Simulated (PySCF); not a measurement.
A geometry optimisation on TcO3F (`[O]=[Tc](=[O])(=[O])[F]`).

Computed with PBE0-D3(BJ)/def2-SVP geometry optimisation, gas phase, def2 core potentials past Kr (PySCF 2.14.0). Start geometry: GFN2-xTB. A driver script takes a list of jobs; this job's settings line and coordinates (Å) are shown.

Input:
```
{"job": {"xc": "PBE0", "basis": "def2-SVP", "d3": "d3bj", "grid": 1, "maxiter": 40, "kind": "geom"}, "charge": 0, "multiplicity": 1}
Tc    -0.000650    -0.000760     0.000070
O      0.029470     0.015840     1.639290
O      1.547280     0.040510    -0.538490
O     -0.754310     1.363080    -0.509590
F     -0.821790    -1.418670    -0.591280
```

Output:
```
step   0  E = -405.78192737  max force = 0.051428
step   1  E = -405.78693610  max force = 0.016095
step   2  E = -405.78789768  max force = 0.005308
step   3  E = -405.78794403  max force = 0.000865
step   4  E = -405.78795050  max force = 0.000381
optimisation converged
```

Energies in Eh; «max force» is the largest Cartesian gradient component in Eh/bohr.

Question: Give the first gradient maximum in eV/Å.

Answer: With 1 Eh/bohr = 51.422 eV/Å, 2.645 eV/Å.

Question: How much energy does the optimisation release, in kJ/mol?

Answer: E(step 0) − E(last step) = 0.006023 Eh, which is 15.8 kJ/mol.

In short: final energy -405.78795 Eh after 4 steps; dipole 0.57 D.

Question: Where do the atoms end?

Answer: 0.034 Å rms from the input after alignment:
```
atom  x, y, z in Å
Tc1    0.0119    0.0249    0.0109
O2     0.0255    0.0105    1.6675
O3     1.5707    0.0586   -0.5467
O4    -0.7872    1.3765   -0.5180
F5    -0.8210   -1.4704   -0.6137
```

Question: How long does this job take on one thread of an Arm Neoverse V2 (shared host)?

Answer: About 15 s.
Labels such as C1 count atoms from 1, the log's own numbers from 0.
